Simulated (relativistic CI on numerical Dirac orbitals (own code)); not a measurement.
Electric-dipole transitions in Pt61+

Computed by Dirac-Coulomb-Breit CI, separate exchange-only KLI orbitals for each configuration, model QED (radiative potential, 1s self-energy scaled to tabulated hydrogen-like ionisation energies), unscaled Slater integrals (own radial code, finite nucleus).

CI space (outside the closed core [Ne]): 3s2 3p5, 3s2 3p4 3d, 3s 3p6, 3s 3p5 3d, 3s 3p4 3d2, 3p6 3d, 3s2 3p3 3d 4p, 3s2 3p4 4s, 3s 3p4 3d 4s, 3p6 4s, 3p6 4p, 3s2 3p4 4p, 3s2 3p3 3d2, 3s2 3p2 3d3, 3s 3p3 3d3, 3s2 3p2 3d2 4s, 3s2 3p2 3d2 4p. Double excitations out of closed p, d and f shells are left out; levels of such configurations are missing from the list, as are those of other unlisted configurations, and high levels can miss mixing partners.

| λ vac (nm) | Lower | Upper | A (s⁻¹) | gf | Branching (%) |
| --- | --- | --- | --- | --- | --- |
| 1.6157 | 3s2 3p4 3d 4D_3/2 [2] | 3s2 3p3 3d2 4P°_1/2 [84] | 9.00e+12 | 7.04e-01 | 87.9 |
| 1.6160 | 3s2 3p4 3d 2F_7/2 [5] | 3s2 3p3 3d2 2D°_5/2 [89] | 8.73e+12 | 2.05e+00 | 88.2 |
| 1.6206 | 3s2 3p4 3d 4F_9/2 [8] | 3s2 3p3 3d2 4D°_7/2 [136] | 8.48e+12 | 2.67e+00 | 98.9 |
| 1.6219 | 3s2 3p4 3d 2D_3/2 [6] | 3s2 3p3 3d2 2D°_3/2 [98] | 7.93e+12 | 1.25e+00 | 90.3 |
| 1.6238 | 3s2 3p4 3d 4D_5/2 [3] | 3s2 3p3 3d2 4D°_3/2 [85] | 6.61e+12 | 1.05e+00 | 79.0 |
| 1.6306 | 3s2 3p4 3d 2F_7/2 [7] | 3s2 3p3 3d2 4P°_5/2 [131] | 6.63e+12 | 1.58e+00 | 94.4 |
| 1.6385 | 3s2 3p4 3d 2F_7/2 [5] | 3s2 3p3 3d2 2F°_7/2 [83] | 5.18e+12 | 1.67e+00 | 82.6 |
| 1.6411 | 3s2 3p5 2P°_3/2 [1] | 3s2 3p4 3d 2P_1/2 [45] | 1.00e+13 | 8.08e-01 | 100.0 |
| 1.6501 | 3s2 3p4 3d 2D_5/2 [10] | 3s2 3p3 3d2 2F°_5/2 [139] | 6.07e+12 | 1.49e+00 | 86.9 |
| 1.6527 | 3s2 3p4 3d 2D_5/2 [10] | 3s2 3p3 3d2 2F°_7/2 [138] | 4.53e+12 | 1.49e+00 | 92.7 |
| 1.6554 | 3s2 3p4 3d 2F_7/2 [7] | 3s2 3p3 3d2 2G°_7/2 [126] | 4.21e+12 | 1.38e+00 | 90.1 |
| 1.6593 | 3s2 3p5 2P°_3/2 [1] | 3s2 3p4 3d 2P_3/2 [42] | 4.67e+12 | 7.71e-01 | 100.0 |
| 1.6647 | 3s2 3p4 3d 4F_9/2 [8] | 3s2 3p3 3d2 4G°_11/2 [122] | 3.89e+12 | 1.94e+00 | 99.9 |
| 1.6647 | 3s2 3p4 3d 4F_9/2 [8] | 3s2 3p3 3d2 2G°_9/2 [121] | 3.95e+12 | 1.64e+00 | 97.9 |
| 1.6656 | 3s2 3p4 3d 2F_7/2 [7] | 3s2 3p3 3d2 4F°_9/2 [120] | 3.65e+12 | 1.52e+00 | 99.1 |
| 1.6662 | 3s2 3p5 2P°_3/2 [1] | 3s2 3p4 3d 2D_5/2 [40] | 4.59e+12 | 1.15e+00 | 100.0 |
| 1.6699 | 3s2 3p3 3d2 2G°_7/2 [17] | 3s2 3p2 3d3 2G_7/2 [200] | 5.93e+12 | 1.98e+00 | 96.7 |
| 3.0677 | 3s2 3p4 3d 2F_7/2 [5] | 3s2 3p3 3d2 2G°_9/2 [31] | 8.53e+11 | 1.20e+00 | 98.9 |
| 3.0951 | 3s2 3p5 2P°_3/2 [1] | 3s2 3p4 3d 2D_5/2 [12] | 9.01e+11 | 7.77e-01 | 100.0 |
| 3.1088 | 3s2 3p4 3d 4D_5/2 [3] | 3s2 3p3 3d2 2G°_7/2 [27] | 6.75e+11 | 7.83e-01 | 93.8 |

Terms are leading LS components. Brackets give the number of a level in order of energy, since labels repeat. The list gives strong lines, with weight on those to low levels, without lines whose two gauges differ by over a factor of 2.5, among the lowest 200 of 2504 levels, so that lines to higher ones, which can be the strongest, are missing. Levels whose partners in the same complex of configurations lie outside the list can be far off, and so can their lines. Rates are taken at the computed energies, electric ones in the length gauge.

At this charge energies of transitions that change n are usually good to better than 1 %, and those within a shell (Δn = 0) to a few per cent.

LS names give the leading component of a level, which can be under half, so a name can repeat, a term be missing and a line seem to break the LS rules.
